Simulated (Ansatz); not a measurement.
TiBr2Cl2. Total charge 0; singlet. Geometry PBE-D4/def2-SVP, basis def2-TZVP, Ansatz.

```xyz
5

Ti    0.0379    0.0092   -0.0096
Br   -0.7769   -2.1373    0.3724
Br   -1.6950    1.5400    0.2568
Cl    0.8159    0.1398   -2.0322
Cl    1.6182    0.4484    1.4126
```

```csv
run,HOMO (eV),LUMO (eV)
A,-8.49,-4.31
B,-10.00,-2.81
C,-7.68,-4.57
D,-8.93,-3.82
```

The runs used BHLYP, PBE, PBE0, r2SCANh. Estimate which is which.

A r2SCANh (10 % exact exchange); B BHLYP (50 % exact exchange); C PBE (0 % exact exchange); D PBE0 (25 % exact exchange). Exact exchange lowers occupied and raises empty levels; among semilocal functionals meta-GGAs tend to open the gap a little, and such runs are hard to tell apart. The gap grows from 3.11 eV (PBE) to 7.18 eV (BHLYP).
